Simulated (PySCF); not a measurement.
Simulation results for CH6BGeO, CH5BGeN

Calculation on a computer-drawn molecule: the log of a Hartree-Fock and frozen-core CCSD(T) single point meant for a local Hartree-Fock minimum, with one planted fault or none, to be diagnosed. Offsets are logged minus clean, where the clean run is the same molecule without the fault. The reference is restricted for singlets and unrestricted otherwise, and also for a bond in bohr or an excited solution. Adding or removing an electron swaps singlet and doublet. The excited solution moves the top pair (singlet) or top alpha electron (doublet) to the lowest empty orbital. Highest occupied and lowest empty are orbital energies over both spins, largest force is the largest gradient component, triples share is (T) over the correlation energy, the T1 limit is 0.02 restricted and 0.045 unrestricted, electrons count all cores, a negative frequency is imaginary (commonest isotopes), and the dipole is about the centre of nuclear charge; on germanium a core potential holds 10 electrons, which the energies leave out, and 3d is frozen in MP2 and coupled-cluster steps. Program: PySCF 2.14.0.

Common to all runs: meant charge 0; meant multiplicity 2; meant basis cc-pVDZ; meant basis and core potential on germanium cc-pVDZ-PP ECP10MDF; logged SCF converged yes; possible faults no fault, one electron removed, one electron added, multiplicity raised by two, geometry at a saddle point, SCF held on an excited solution, minimal basis STO-3G, one bond length entered in bohr, all coordinates scaled.

(1) 
```xyz
10
formula=CH6BGeO logged_electrons=57 logged_basis_functions=95 logged_spin_squared=3.763 logged_highest_occupied=-4.946 logged_lowest_empty=-1.6351 logged_largest_force=0.059504 logged_T1_diagnostic=0.021844 logged_D1_diagnostic=0.11207 logged_triples_share=0.028324 logged_CC_converged=yes logged_dipole_magnitude=3.2143 logged_SCF_stable_within_its_kind=yes logged_energy_HF=-434.11376 logged_energy_CCSD(T)=-434.66869 planted_fault=multiplicity_raised_by_two HF_energy_offset_from_clean_run=121 CCSD(T)_energy_offset_from_clean_run=124.5
C      0.7206    -1.7225    -2.5761
Ge     0.1026    -0.4031    -1.2489
B     -1.2254     1.0679    -1.8679
O     -2.0421     1.7374    -1.0300
H      0.9678    -1.2214    -3.5132
H     -0.0577    -2.4640    -2.7697
H      1.6086    -2.2396    -2.2099
H     -0.2398    -1.1041     0.0831
H     -1.2417     1.4118    -3.0187
H     -2.0175     1.4518    -0.1292
```

Units: logged_highest_occupied, logged_lowest_empty in eV; logged_largest_force in hartree/bohr; logged_dipole_magnitude in debye; logged_energy_HF, logged_energy_CCSD(T) in hartree; HF_energy_offset_from_clean_run, CCSD(T)_energy_offset_from_clean_run in kcal/mol.

Drawn bonds:
```csv
atom,other atom,order
1,2,1
2,3,1
3,4,1
1,5,1
1,6,1
1,7,1
2,8,1
3,9,1
4,10,1
```

(2) 
```xyz
10
formula=CH6BGeO logged_electrons=57 logged_basis_functions=95 logged_spin_squared=1.607 logged_highest_occupied=-8.1521 logged_lowest_empty=0.59838 logged_largest_force=0.020032 logged_T1_diagnostic=0.052961 logged_D1_diagnostic=0.3007 logged_triples_share=0.032628 logged_CC_converged=yes logged_dipole_magnitude=1.5026 logged_SCF_stable_within_its_kind=yes logged_energy_HF=-434.13354 logged_energy_CCSD(T)=-434.67042 planted_fault=one_bond_length_entered_in_bohr,row_3_of_the_drawn_bonds HF_energy_offset_from_clean_run=108.6 CCSD(T)_energy_offset_from_clean_run=123.4
C      0.7206    -1.7225    -2.5761
Ge     0.1026    -0.4031    -1.2489
B     -1.2254     1.0679    -1.8679
O     -2.7688     2.3331    -0.2844
H      0.9678    -1.2214    -3.5132
H     -0.0577    -2.4640    -2.7697
H      1.6086    -2.2396    -2.2099
H     -0.2398    -1.1041     0.0831
H     -1.2417     1.4118    -3.0187
H     -2.7441     2.0475     0.6164
```

Units: logged_highest_occupied, logged_lowest_empty in eV; logged_largest_force in hartree/bohr; logged_dipole_magnitude in debye; logged_energy_HF, logged_energy_CCSD(T) in hartree; HF_energy_offset_from_clean_run, CCSD(T)_energy_offset_from_clean_run in kcal/mol.

Drawn bonds:
```csv
atom,other atom,order
1,2,1
2,3,1
3,4,1
1,5,1
1,6,1
1,7,1
2,8,1
3,9,1
4,10,1
```

Notes: T1 above single-reference limit.

(3) 
```xyz
9
formula=CH5BGeN logged_electrons=55 logged_basis_functions=90 logged_spin_squared=0.776 logged_highest_occupied=-3.0167 logged_lowest_empty=-1.3925 logged_largest_force=0.073255 logged_dipole_magnitude=3.4018 logged_SCF_stable_within_its_kind=no logged_energy_HF=-413.09022 planted_fault=SCF_held_on_an_excited_solution HF_energy_offset_from_clean_run=120.5
C      0.7567    -1.3348     3.0542
Ge     0.3855    -2.0588     1.2622
B      0.2363    -0.6076    -0.1742
N      0.1999     0.2486    -1.0564
H     -0.0805    -0.7189     3.3898
H      1.6588    -0.7225     3.0326
H      0.8994    -2.1516     3.7626
H     -0.8617    -2.9532     1.2629
H      0.1605     0.9336    -1.7636
```

Units: logged_highest_occupied, logged_lowest_empty in eV; logged_largest_force in hartree/bohr; logged_dipole_magnitude in debye; logged_energy_HF in hartree; HF_energy_offset_from_clean_run in kcal/mol.

Drawn bonds:
```csv
atom,other atom,order
1,2,1
2,3,1
3,4,2
1,5,1
1,6,1
1,7,1
2,8,1
4,9,1
```

Notes: coupled-cluster numbers left out as unreliable.

(4) 
```xyz
9
formula=CH5BGeN logged_electrons=55 logged_basis_functions=90 logged_spin_squared=3.7746 logged_highest_occupied=-5.0527 logged_lowest_empty=0.35614 logged_largest_force=0.17962 logged_T1_diagnostic=0.016326 logged_D1_diagnostic=0.053901 logged_triples_share=0.02951 logged_CC_converged=yes logged_dipole_magnitude=3.0387 logged_SCF_stable_within_its_kind=yes logged_energy_HF=-413.10215 logged_energy_CCSD(T)=-413.5846 planted_fault=multiplicity_raised_by_two HF_energy_offset_from_clean_run=113 CCSD(T)_energy_offset_from_clean_run=140.4
C      0.7567    -1.3348     3.0542
Ge     0.3855    -2.0588     1.2622
B      0.2363    -0.6076    -0.1742
N      0.1999     0.2486    -1.0564
H     -0.0805    -0.7189     3.3898
H      1.6588    -0.7225     3.0326
H      0.8994    -2.1516     3.7626
H     -0.8617    -2.9532     1.2629
H      0.1605     0.9336    -1.7636
```

Units: logged_highest_occupied, logged_lowest_empty in eV; logged_largest_force in hartree/bohr; logged_dipole_magnitude in debye; logged_energy_HF, logged_energy_CCSD(T) in hartree; HF_energy_offset_from_clean_run, CCSD(T)_energy_offset_from_clean_run in kcal/mol.

Drawn bonds:
```csv
atom,other atom,order
1,2,1
2,3,1
3,4,2
1,5,1
1,6,1
1,7,1
2,8,1
4,9,1
```
